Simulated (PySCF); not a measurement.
C₃H₃, SMILES [C]#CC, multiplicity 2.

The structure is a stationary point at ωB97X-D3(BJ)/def2-TZVP. The isomer is the one that the SMILES or the coordinates give; other isomers of the formula were not compared.

All values below come from SMD-ωB97X/6-31G* run with PySCF.

Solvation free energies are E(SMD) − E(gas) at the gas-phase geometry, for 1 M in both phases. In vacuum the dipole moment is 3.40 D.

| solvent | ΔG(solv) (kcal/mol) | its non-electrostatic (CDS) part | dipole (D) |
|---|---|---|---|
| water | -2.6 | 4.5 | 5.14 |
| toluene | -2.8 | 0.4 | 4.21 |
| chlorobenzene | -4.8 | 0.5 | 4.72 |
